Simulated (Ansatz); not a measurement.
Relaxation of CH9GeNSi (13 atoms, charge 0, multiplicity 1), to a largest force component of 0.015 eV/Å in at most 40 steps.

Method: Ansatz 0.2.0, RKS PBE-D4/def2-SVP.

```xyz
13
Properties=species:S:1:pos:R:3
N -1.604 0.809 -0.558
C -1.267 -0.544 -0.405
Si 0.547 -0.729 -0.682
Ge 1.802 0.435 0.972
H -2.015 0.946 -1.561
H -0.767 1.450 -0.543
H -1.504 -0.898 0.617
H -1.751 -1.149 -1.165
H 0.948 -0.184 -1.948
H 0.938 -2.154 -0.572
H 1.312 -0.125 2.387
H 3.272 0.247 0.783
H 1.322 1.957 0.874
```

Problem. Where does it end, and by what steps?

Solution. It converged. After 12 steps the energy has fallen by 0.606 eV; H6 moved furthest, 0.74 Å.

```tsv
step	energy less start (eV)	largest force component (eV/Å)	accepted
0	0.0000	3.439	yes
1	-0.4455	1.064	yes
2	-0.5293	0.388	yes
3	-0.5560	0.174	yes
4	-0.5883	0.122	yes
5	-0.5828	0.346	no
6	-0.5993	0.064	yes
7	-0.6025	0.151	yes
8	-0.6043	0.190	yes
9	-0.6054	0.030	yes
10	-0.6055	0.021	yes
11	-0.6056	0.025	yes
12	-0.6057	0.015	yes
```

```xyz
13
Properties=species:S:1:pos:R:3
N -1.730 0.842 -0.679
C -1.309 -0.549 -0.480
Si 0.579 -0.858 -0.672
Ge 1.773 0.459 0.933
H -1.426 1.178 -1.602
H -1.266 1.458 0.003
H -1.638 -0.893 0.524
H -1.850 -1.201 -1.201
H 0.996 -0.403 -2.050
H 0.978 -2.308 -0.519
H 1.491 -0.032 2.381
H 3.307 0.419 0.703
H 1.329 1.949 0.859
```

Time of the run: 41 s on 2 threads of Arm Neoverse V1, with other jobs on the host, peak memory 0.17 GiB.
